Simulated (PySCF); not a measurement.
Mg(Me) (CH3Mg), SMILES [CH3][Mg+], charge +1. Geometry: PBE-D3(BJ)/def2-TZVP. The multiplicity is an assumed one; other spin states were not compared. The isomer is the one that the SMILES or the coordinates give; other isomers of the formula were not compared.

Q: Give the equilibrium geometry at PBE-D3(BJ)/def2-TZVP (PySCF confirms it by a frequency run) as a Z-matrix, and its point group. (An estimate is asked for; the answer gives what the named calculation found.)

A: point group C3v.
```
C
H 1 1.0963
H 1 1.0963 2 112.44
H 1 1.0963 2 112.44 3 128.11
Mg 1 2.0833 2 106.31 3 -115.94
```
Charge +1, spin multiplicity 1.
